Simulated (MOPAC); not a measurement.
MOPAC input (MNDO):

```
MNDO PRECISE GNORM=0.05 LET XYZ CHARGE=1 GEO-OK AUX(PRECISION=9) THREADS=1
CF3

F    -0.59245173 1    1.08365604 1    0.04027129 1
C     0.00000000 1   -0.00000000 1    0.00000000 1
F    -0.64286993 1   -1.05424444 1   -0.04709727 1
F     1.23532166 1   -0.02941160 1    0.00682598 1
```

What heat of formation does the run end on?

100.86 kcal/mol.
